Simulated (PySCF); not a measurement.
Dipole moment and polarisability of SnEt(NCO)3

Compound: SnEt(NCO)3, C5H5N3O3Sn.
Structure used (PBE0-D3(BJ)/def2-SVP), in Å, numbered top down from 1:
```xyz
17
C5H5N3O3Sn angstrom
Sn    -0.1875   -0.3037   -0.1548
C     -0.1539   -0.1781    1.9582
C      0.5759    1.0720    2.4287
H      0.3212   -1.1034    2.3174
H     -1.2046   -0.1982    2.2848
H      0.5922    1.1152    3.5287
H      1.6201    1.0909    2.0815
H      0.0866    1.9897    2.0687
N      1.6862   -0.2691   -0.8881
C      2.4566   -0.2649   -1.8149
O      3.2501   -0.2589   -2.6709
N     -1.1345    1.2918   -0.9438
C     -1.6399    1.7669   -1.9319
O     -2.1443    2.2802   -2.8502
N     -1.0792   -1.9437   -0.8957
C     -1.3779   -2.6729   -1.8070
O     -1.6956   -3.4144   -2.6505
```

Level: CAM-B3LYP/def2-SVPD (PySCF), static field, nuclei fixed, core orbitals frozen in the response. The polarisability tensor in these axes (au):

```
x   112.72   1.36   4.00
y     1.36 111.75   7.46
z     4.00   7.46 135.93
```

**Question.** Diagonalise the tensor; give its mean and Δα, where Δα² is half the sum of the squared differences of the eigenvalues.

**Answer.** Principal values 109.62, 112.05 and 138.73 au; mean 120.13 au = 17.80 Å³ = 19.81 × 10⁻⁴⁰ C²·m²/J; Δα = 27.97 au (23 % of the mean).

**Question.** What is the dipole moment, and where does it point?

**Answer.** (0.06, 0.44, 6.24) D, 6.25 D in size, pointing from the negative to the positive side. Measured along this direction, the outermost atoms are O17 at the negative end and H6 at the positive end.

**Question.** Refractivity n − 1 of an ideal gas of it at 400 K and 1 atm, from the electronic α?

**Answer.** N = p/kT = 1.8347 × 10¹⁹ cm⁻³, so n − 1 = 2π × N × 17.80 × 10⁻²⁴ cm³ = 2052 × 10⁻⁶ at long wavelengths, for an ideal gas.

**Question.** Estimate the molar refractivity from the static electronic polarisability.

**Answer.** Lorentz–Lorenz: R = (4π/3)N_A α = 2.5225 cm³/(mol·Å³) × 17.80 Å³ = 44.9 cm³/mol, in the limit of long wavelengths.

**Question.** What depolarisation ratio follows for Rayleigh scattering of linearly polarised light, taking the static tensor?

**Answer.** ρ = 3Δα²/(45ᾱ² + 4Δα²) = 2347.3/(649419 + 3129.8) = 0.0036.

One conformer (not necessarily the lowest) at the PBE0-D3(BJ)/def2-SVP geometry, without solvent, vibrations or thermal averaging. Atoms past krypton carry effective core potentials; spin–orbit coupling is left out.
